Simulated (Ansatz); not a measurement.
Species: sum formula SnH₃Cl, charge 0, multiplicity 1. 
Structure (B3LYP-D3(BJ)/def2-TZVP (Ansatz, a program for electronic structure) minimum search):
```xyz
5

Cl     1.8000     0.1228    -0.0212
Sn    -0.5508    -0.0376     0.0065
H     -1.1323     1.4958    -0.4579
H     -0.9757    -0.4452     1.6060
H     -0.9521    -1.2594    -1.1121
```

Wanted: vertical ionisation energy (to the doublet state of charge +1; each state is the SCF solution reached for its spin; the molecule has degenerate orbitals, so one determinant may break the symmetry), in eV. Correlated levels leave the core frozen unless marked. UHF or UKS for open shells. Spin-orbit coupling is left out. The frozen core is the preceding noble-gas configuration, with the filled d and f shells of earlier blocks. In def2 rows, elements after Kr have scalar-relativistic effective core potentials. Basis-set limits of correlation are two-point, X^-3; Hartree-Fock from the larger set.

```
level                                 program  vertical ionisation energy (eV)
------------------------------------  -------  -------------------------------
PBE/def2-TZVPD                         Ansatz                              ___
BHLYP/def2-TZVPD                       Ansatz                              ___
B2PLYP/def2-TZVPD                      Ansatz                            11.04
SCS-MP2/def2-SVPD                      Ansatz                            11.18
CCSD/def2-QZVPPD                       Ansatz                            11.18
CCSD(T)/CBS(def2-TZVPPD,def2-QZVPPD)   Ansatz                              ___
```

**Question.** What belongs in the gaps?

**Answer.** 
- PBE/def2-TZVPD, vertical ionisation energy (eV): 10.58
- BHLYP/def2-TZVPD, vertical ionisation energy (eV): 11.00
- CCSD(T)/CBS(def2-TZVPPD,def2-QZVPPD), vertical ionisation energy (eV): 11.31
